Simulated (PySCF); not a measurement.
Species: C₆H₉NS.
SMILES with atom numbers: `[CH2:1]=[CH:2][CH2:3][C@@H:4]([C:5]#[N:6])[S:7][CH3:8]` (hydrogens: H9, H10 on C1; H11 on C2; H12, H13 on C3; H14 on C4; H15, H16, H17 on C8)

All values: wB97X-D/def2-SVPD (PySCF, non-relativistic), on one gas-phase PBE0-D3(BJ)/def2-SVP geometry that isn't relaxed in the solvent. The solvent is an IEF-PCM continuum (van der Waals radii × 1.2). Specific hydrogen bonds and non-electrostatic terms are outside this model.

Gas phase at wB97X-D/def2-SVPD: HOMO -8.89 eV, LUMO 1.25 eV, dipole 3.27 D.

Problem. What does the continuum do to the energy, the frontier levels and the dipole at wB97X-D/def2-SVPD in chloroform and acetonitrile?

Solution. 
```tsv
solvent	ε	E(solvent) − E(gas) (kcal/mol)	polarisation term (kcal/mol)	distortion of the solute (kcal/mol)	HOMO (eV)	LUMO (eV)	dipole (D)
chloroform	4.711	-5.71	-6.45	0.74	-8.80	1.33	4.01
acetonitrile	35.69	-7.89	-9.33	1.44	-8.79	1.33	4.32
```

Polarisation term: ½ Σ q·V over the induced surface charges. Distortion: the rise of the solute's own energy as its density leaves the gas-phase optimum. The atom shares or the degeneracy of the LUMO differ from the gas phase in chloroform and acetonitrile, so that column needn't follow one orbital. From chloroform to acetonitrile the lowering changes by a factor 1.38, Onsager's factor (ε − 1)/(2ε + 1) by 1.35 and ε itself by 7.6.

Problem. Which radius a makes the point-dipole formula ΔE = −[(ε − 1)/(2ε + 1)]·μ²/a³ give the value in acetonitrile, with the gas-phase dipole?

Solution. μ = 1.286 au and |ΔE| = 0.01257 Eh give a = 2.11 Å; the farthest nucleus lies 4.01 Å from the centroid of the nuclei, so such a sphere wouldn't even hold the nuclei. The formula assumes a rigid point dipole at the centre of a sphere.

Problem. How does the static polarisability (wB97X-D/def2-SVPD, frozen core, with the continuum's full static response) change?

Solution. 
| medium | isotropic (au) | principal values (au) | ⟨r²⟩ of the electrons (bohr²) |
| --- | --- | --- | --- |
| gas | 97.3 | 77.7, 96.8, 117.4 | 1398.6 |
| chloroform | 121.5 | 98.5, 124.1, 141.9 | 1399.4 |
| acetonitrile | 133.5 | 110.5, 137.6, 152.6 | 1399.8 |

The isotropic value in acetonitrile is 1.37 times the gas-phase one; no cavity-field correction is applied. ⟨r²⟩ is taken about the centre of nuclear charge.

Cost: about 1.9 min of CPU time on one thread; the machine was shared, so the figure is rough. This is the whole response run at wB97X-D/def2-SVPD in acetonitrile, SCF included.

Conformer computed: `[CH2:1]=[CH:2][CH2:3][C@@H:4]([C:5]#[N:6])[S:7][CH3:8]`: C1–C2–C3–C4 117°, C2–C3–C4–C5 60°, C3–C4–S7–C8 -68°.

The pairwise dispersion term of wB97X-D wasn't added to the energies; at a given geometry it leaves orbitals and properties as they are.
